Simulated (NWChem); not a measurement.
# GeH2Cl2; SMILES [Cl][GeH2][Cl]

Program: NWChem. Pople sets run with spherical d functions. Structure relaxed at the PBE-D3(BJ)/def2-SVP level. Level PBE/6-31G*: energy and gradient on several grids; changes count from the extra-fine grid, which is no exact limit either.

```
grid     size of the energy change (μHa)  largest change of a gradient component (μHa/bohr)
-------  -------------------------------  -------------------------------------------------
xcoarse                             3000                                               2000
coarse                               200                                                400
medium                                30                                                100
fine                                < 10                                               < 30
xfine                               < 10                                               < 30
```
